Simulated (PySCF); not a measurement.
Excitation energy of Os⁺ by level of theory

Os⁺ [Xe] 4f14 5d6 6s1 (6D) → Os⁺ [Xe] 4f14 5d6 6p1 (high-spin determinant), as a difference of total energies. All numbers are calculated (PySCF 2.14, a scalar-relativistic core potential, in def2-TZVPPD with the def2 core potential (60 electrons)). Correlated levels: valence: 5s2 5p6 frozen; valence and next inner shell: nothing frozen outside the core potential. The calculations carry no spin-orbit coupling.

```
                                method  excitation energy (cm⁻¹)
                                   UHF                     48021
                                   LDA                     53339
                                   PBE                     52163
                                  PBE0                     51712
                                r2SCAN                     53381
                                revPBE                     52008
                               LC-wPBE                     50865
                                 B97-3                     51367
                                  TPSS                     52217
                         MP2 (valence)                     50919
                     SCS-MP2 (valence)                     49905
    MP2 (valence and next inner shell)                     52591
SCS-MP2 (valence and next inner shell)                     51434
```

The determinant of the upper state mixes LS terms, which raises its energy above the lowest term, most at the Hartree-Fock and MP2 levels.
